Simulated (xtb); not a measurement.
H₄Al (SMILES [AlH4-]), charge -1, singlet, from a rough starting geometry (GFN-xTB shapes and energies of metal compounds can be far from the true ones).

xtb was given this input:
```
$ xtb mol.xyz --gfn 2 --chrg -1 --opt vtight --json

# file mol.xyz
5

Al    -0.00656088     0.00831322     0.05772249
H      1.18072427    -0.23933686     1.10932553
H     -1.25410534     0.90051979     0.68492730
H     -0.58454455    -1.38843133    -0.42754433
H      0.58324755     0.71656011    -1.35979301
```

Question: Estimate the total energy at the end of the optimisation that xtb with GFN2-xTB returns for this input.

Answer: -3.3437 Eh

Question: Give the HOMO-LUMO gap at the level GFN2-xTB.

Answer: 6.92 eV
